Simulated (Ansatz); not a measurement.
`C#CC(N)(F)S` + `COC(=O)OC` → `C#CCOC(=O)OC` + `NC(F)S`  (formal exchange of groups at a C–C bond)

Gas-phase electronic energies from Ansatz, PBE0-D4/def2-TZVP geometries. CCSD(T)/CBS is the MP2 limit (def2-TZVPP, def2-QZVPP) plus CCSD(T) − MP2 in def2-TZVPP, frozen cores. DFT in def2-TZVPP. B3LYP here is the variant with VWN-RPA as its local correlation; programs differ in this. One conformer a species, not always the lowest.

Task: Is it downhill or uphill in electronic energy at CCSD(T)/CBS, and by how much? (An estimate is asked.)

Result: The calculation gave: Downhill: ΔE = -6.2 kJ/mol.

Task: What do these levels give: r2SCAN-D4, PBE0-D4, B3LYP-D4, ωB97M-V, PBE, HF/def2-TZVPP, MP2/def2-TZVPP, SCS-MP2/def2-TZVPP, HF/def2-QZVPP, SCS-MP2/def2-QZVPP, HF/CBS(def2), MP2/CBS(def2)? (Estimate.)

Result: The calculation gave: r2SCAN-D4 -5.3, PBE0-D4 -7.9, B3LYP-D4 -7.0, ωB97M-V -6.5, PBE -7.7, HF/def2-TZVPP -14.5, MP2/def2-TZVPP -2.4, SCS-MP2/def2-TZVPP -3.7, HF/def2-QZVPP -14.8, SCS-MP2/def2-QZVPP -4.5, HF/CBS(def2) -14.8, MP2/CBS(def2) -3.3 kJ/mol.

Largest T1 diagnostic among the species: 0.014.

In def2-TZVPP, CCSD(T) changes the Hartree–Fock value by +9.2 kJ/mol (the triples alone add +2.0 kJ/mol) and MP2 by +12.1 kJ/mol.
